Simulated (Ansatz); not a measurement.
Start from `N[SiH](Cl)[Si](N)(Cl)Cl` and change one atom or group to get `C[Si](N)(Cl)Cl`.

Ansatz, PBE0-D4/def2-TZVP geometries, multiplicity 1. Each molecule was computed in one conformer, which needn't be the lowest.

```csv
property,`N[SiH](Cl)[Si](N)(Cl)Cl`
LUMO energy (PBE/def2-TZVPP) / eV,-1.18
HOMO energy (PBE0/def2-TZVPP) / eV,-7.86
HOMO–LUMO gap (ωB97M-V/def2-TZVPP) / eV,11.42
size of the dipole moment (B3LYP/def2-TZVPP) / D,0.72
LUMO energy (PBE0/def2-TZVPP) / eV,-0.35
HOMO–LUMO gap (B3LYP/def2-TZVPP) / eV,7.15
```

**Question.** What does the change do to each property? (Best estimate.)

**Answer.** Ansatz gave: 
```
                                        property  `C[Si](N)(Cl)Cl`  shift
               LUMO energy (PBE/def2-TZVPP) / eV             -0.17   1.01
              HOMO energy (PBE0/def2-TZVPP) / eV             -8.03  -0.17
         HOMO–LUMO gap (ωB97M-V/def2-TZVPP) / eV             12.46   1.04
size of the dipole moment (B3LYP/def2-TZVPP) / D              2.41   1.69
              LUMO energy (PBE0/def2-TZVPP) / eV              0.67   1.02
           HOMO–LUMO gap (B3LYP/def2-TZVPP) / eV              8.08   0.93
```

With PBE0 the HOMO falls by 0.17 eV and the LUMO rises by 1.02 eV, so the gap widens by about 1.19 eV. PBE moves the HOMO by -0.02 eV and ωB97M-V by -0.41 eV. Dipoles are sizes alone; their direction can turn.

B3LYP here is the variant with VWN-RPA as its local correlation; programs differ in this.
